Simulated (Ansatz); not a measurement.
Start from `[NH2][In]([SH])[SH]` and change one atom or group to get `[F][In]([SH])[SH]`.

Ansatz, PBE0-D4/def2-TZVP geometries, multiplicity 1. Each molecule was computed in one conformer, which needn't be the lowest.

Elements past krypton have def2 core potentials.

| property | `[NH2][In]([SH])[SH]` |
| --- | --- |
| size of the dipole moment (PBE/def2-TZVPP) / D | 0.96 |
| HOMO energy (B3LYP/def2-TZVPP) / eV | -7.10 |
| size of the dipole moment (ωB97M-V/def2-TZVPP) / D | 1.02 |
| ideal-gas entropy at 298 K and 1 bar (rigid rotor, harmonic PBE0-D4/def2-TZVP) / J/(mol·K) | 382 |
| HOMO–LUMO gap (PBE/def2-TZVPP) / eV | 3.82 |
| HOMO energy (ωB97M-V/def2-TZVPP) / eV | -9.61 |

(1) What does the change do to each property? (An estimate is asked.)

Answers

(1) Computed: 
```
                                                                                  property  `[F][In]([SH])[SH]`  shift
                                            size of the dipole moment (PBE/def2-TZVPP) / D                 2.13   1.17
                                                       HOMO energy (B3LYP/def2-TZVPP) / eV                -7.67  -0.57
                                        size of the dipole moment (ωB97M-V/def2-TZVPP) / D                 2.19   1.17
ideal-gas entropy at 298 K and 1 bar (rigid rotor, harmonic PBE0-D4/def2-TZVP) / J/(mol·K)                  367    -15
                                                       HOMO–LUMO gap (PBE/def2-TZVPP) / eV                 3.73  -0.09
                                                     HOMO energy (ωB97M-V/def2-TZVPP) / eV               -10.09  -0.48
```

With PBE0 the HOMO falls by 0.57 eV and the LUMO falls by 0.76 eV, so the gap narrows by about 0.19 eV. PBE moves the HOMO by -0.67 eV and ωB97M-V by -0.48 eV. The zero-point energy changes by -60.6 kJ/mol with -6 modes. Dipoles are sizes alone; their direction can turn.

B3LYP here is the variant with VWN-RPA as its local correlation; programs differ in this.
